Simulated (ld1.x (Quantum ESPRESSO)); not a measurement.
Building the TM semilocal potential for Al (PBE, scalar-relativistic).

aluminium, norm-conserving Troullier–Martins (semilocal form), made with ld1.x (Quantum ESPRESSO) 7.5 (PBE, scalar-relativistic). Core [Ne], reference 3s2 3p1. Waves: 3s (bound): rc 1.90 bohr; 3p (bound): rc 2.75 bohr; 3d channel at -0.1 Ry: rc 2.40 bohr. Local part: the d channel. Core correction: none.

All-electron outer shells of the reference configuration (PBE, scalar-relativistic, ld1.x):

```
shell  level (eV)  outermost node (bohr)  outermost maximum (bohr)
   2s     -108.17                   0.16                      0.50
   2p      -69.64                      –                      0.43
   3s       -7.75                   0.80                      2.09
   3p       -2.71                   0.82                      2.64
```

Results:

```json
{
  "Cutoffs needed": "10 Ry and 30 Ry (the cutoffs (Ry, on a coarse ladder) from which the occupation-weighted sum of valence levels, in a spherical-Bessel basis at the reference potential, stays within 10 and 1 mRy of its value at 400 Ry)",
  "Ghost test": "no extra level below or beside the all-electron valence levels (s, p, d tested); the semilocal form is local in each channel, so this says nothing of the separable form that plane-wave codes build from it (spherical-Bessel basis up to 400 Ry, 20 bohr box)",
  "Largest excitation error": "+30 meV (all-electron minus pseudo) for 3s0 3p3, out of 7 test configurations"
}
```

Generation and tests took about 1.2 s on one core of a shared server CPU.
